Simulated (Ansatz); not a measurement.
`[GeH3][SiH]1BO1` + H₂ → `B1O[SiH2]1` + GeH₄ at 500 K and 1 bar (hydrogenolysis of the Si–Ge bond).

Program: Ansatz. Geometries: PBE0-D4/def2-TZVP. ΔE: electronic, gas phase. CBS: MP2 limit from def2 TZ/QZ plus the TZ coupled-cluster correction, frozen cores. This one scheme is used for every species. For Ge outer-core shells are correlated without core-valence functions, which leaves a few kJ/mol of doubt a bond. Scalar relativity is left out up to krypton.

```tsv
species	CCSD(T)/CBS energy (Eh)	H − E (kJ/mol)	S (J/(mol·K))
`[GeH3][SiH]1BO1`	-2468.17523	171.7	404.0
H₂	-1.17544	41.0	145.5
`B1O[SiH2]1`	-390.85529	113.1	301.7
GeH₄	-2078.49493	99.4	244.6
```

H − E and S are ideal-gas, rigid-rotor, harmonic terms from PBE0-D4/def2-TZVP, for one conformer and one mirror image of each species. For small species the MP2-based limit differs from directly extrapolated CCSD(T) by up to some mEh (0.8 for H₂); such offsets cancel only in part. 1 Eh = 2625.50 kJ/mol, R = 8.31446 J/(mol·K).

Task: By hand: ΔE, ΔH, ΔS and ΔG.

Result: ΔE = (-390.85529) + (-2078.49493) − (-2468.17523) − (-1.17544) = 0.00045 Eh = 1.2 kJ/mol. Δ(H − E) = 113.1 + 99.4 − 171.7 − 41.0 = -0.2, so ΔH = 1.0 kJ/mol. ΔS = 301.7 + 244.6 − 404.0 − 145.5 = -3.2 J/(mol·K). ΔG = 1.0 − 500 × (-3.2)/1000 = 2.6 kJ/mol.

Task: By hand: the equilibrium constant, and the temperature at which ΔG would vanish if ΔH and ΔS stayed fixed.

Result: log₁₀ K = −ΔG/(RT ln 10) = -0.3. ΔH and −TΔS have one sign here, so there is no such temperature.

TΔS isn't small against ΔH here. The sign of ΔG lies within the doubt. A doubt of 5 kJ/mol in ΔE shifts log₁₀ K by 0.5 here. Other conformers and mirror images would add mixing entropy, several J/(mol·K) or more a flexible species. These are equilibria of isolated gas molecules and say nothing of rates. Largest T1 diagnostic: 0.017 (customary marks: 0.02 for closed shells, 0.045 for open ones).

ΔS is within the doubt of such terms, so its sign, and with it that verdict, could turn.
